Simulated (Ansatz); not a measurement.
Two structures of GaHCl$_{3}$F, closed shell, reached by relaxing down either side of one saddle point (PBE0-D4/def2-TZVP). Energies are electronic, without zero-point energy. Ansatz 0.2.0; basis: def2-TZVPP and def2-QZVPP; cores frozen in the correlated methods. Filled d shells of the heavier atoms are correlated. The def2 sets are not built for correlating such inner shells, so the correlated values are less sure here. Extrapolation: Hartree–Fock as exp(−7.88 √X), correlation as X^−2.97. First:

```xyz
6
angstrom
Ga -0.6401 0.1923 -0.1387
Cl -0.5600 -1.7589 0.7826
Cl -0.8513 0.2917 -2.2435
Cl -1.0975 1.8540 1.0918
H 1.5946 -0.7129 0.4546
F 1.5542 0.1337 0.0532
```

Second:

| atom | x (Å) | y (Å) | z (Å) |
| --- | --- | --- | --- |
| Ga1 | -0.2007 | 0.6413 | -0.3142 |
| Cl2 | -0.1920 | -1.7148 | 0.7889 |
| Cl3 | -0.9894 | 0.2440 | -2.2394 |
| Cl4 | -1.2420 | 1.8137 | 1.1098 |
| H5 | 1.0796 | -1.4890 | 0.7744 |
| F6 | 1.5445 | 0.5049 | -0.1194 |

Problem. Which bonds change from the first to the second?

Solution. GaCl₃ ([Cl][Ga]([Cl])[Cl]) + HF → GaCl₂F ([F][Ga]([Cl])[Cl]) + HCl (still joined by a long Ga–Cl bond); bonds formed: Cl2–H5; dative contacts that become bonds: Ga1–F6; bonds broken: H5–F6; bonds weakened to dative contacts: Ga1–Cl2.

Problem. Give the saddle point's structure and its height above each. (Judge from chemistry; the value comes from the calculation.)

Solution. The calculation gives: 54.9 kJ/mol above the first and 16.6 kJ/mol above the second (CCSD(T) at an estimated basis limit (MP2 extrapolated from triple and quadruple zeta, plus CCSD(T) − MP2 in triple zeta)).
Ga1  (-0.320, 0.463, -0.241)
Cl2  (-0.140, -1.725, 0.799)
Cl3  (-0.914, 0.250, -2.256)
Cl4  (-1.170, 1.832, 1.124)
H5  (1.052, -1.009, 0.551)
F6  (1.492, 0.189, 0.023)
(Å)

No T1 diagnostic of these runs exceeds 0.012.

Labels in which every atom is bracketed show which atoms are joined, not bond orders.

For scale, one of the runs: CCSD(T)/def2-TZVPP, 219 basis functions, launched by `ansatz run in.yaml --threads 8 --pin off --events-out ev --progress --plain --max-ram 19148MiB`. Time: 96 s of wall clock on 8 CPU threads of an Intel Xeon; the host was shared. Peak host memory: 3.2 GiB.
